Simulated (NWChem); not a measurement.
System: AlSiH$_{4}$F; SMILES [F][AlH][SiH3]

All runs: NWChem. Pople sets run with spherical d functions. The geometry was optimised at PBE0/def2-SVP. B3LYP is NWChem's, with the RPA form of VWN correlation. Vertical excitations in the gas phase; the lowest state need not have the same character in each row.

```csv
level,"lowest excitation, singlet (eV)",oscillator strength of that lowest state,lowest triplet (eV),orbital gap (eV)
"PBE/6-31G*, full TDDFT",4.50,0.006,3.89,4.28
"B3LYP/6-31G*, full TDDFT",4.76,0.008,4.14,5.79
"BHandHLYP/6-31G*, full TDDFT",(withheld),0.012,(withheld),(withheld)
"LDA (Slater exchange, VWN5)/6-31G*, full TDDFT",4.40,0.005,3.92,4.15
```

Complete the blanks.


- BHandHLYP/6-31G*, full TDDFT, lowest excitation, singlet (eV): 5.10
- BHandHLYP/6-31G*, full TDDFT, lowest triplet (eV): 4.37
- BHandHLYP/6-31G*, full TDDFT, orbital gap (eV): 7.99
